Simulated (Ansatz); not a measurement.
Reaction (redistribution): `[AlH2][CH2][GeH3]` + `C[SiH](N)CN` → `C[SiH](N)[CH2][AlH2]` + `N[CH2][GeH3]`

Isolated molecules relaxed with PBE0-D4/def2-TZVP in Ansatz; ΔE leaves out vibrations. CCSD(T)/CBS adds triple-zeta CCSD(T) − MP2 to the extrapolated MP2 energy (def2 sets, frozen cores). For Ge outer-core shells are correlated without core-valence functions, which leaves a few kJ/mol of doubt a bond. Scalar relativity is left out up to krypton. One conformer a species, not always the lowest.

```csv
species,CCSD(T)/CBS(def2) energy (Eh)
`[AlH2][CH2][GeH3]`,-2360.36980
`C[SiH](N)CN`,-480.65115
`C[SiH](N)[CH2][AlH2]`,-667.96457
`N[CH2][GeH3]`,-2173.05667
```

Problem. Work out ΔE.

Solution. ΔE = (-667.96457) + (-2173.05667) − (-2360.36980) − (-480.65115) = -0.00029 Eh = -0.01 eV.

Largest T1 diagnostic among the species: 0.011.
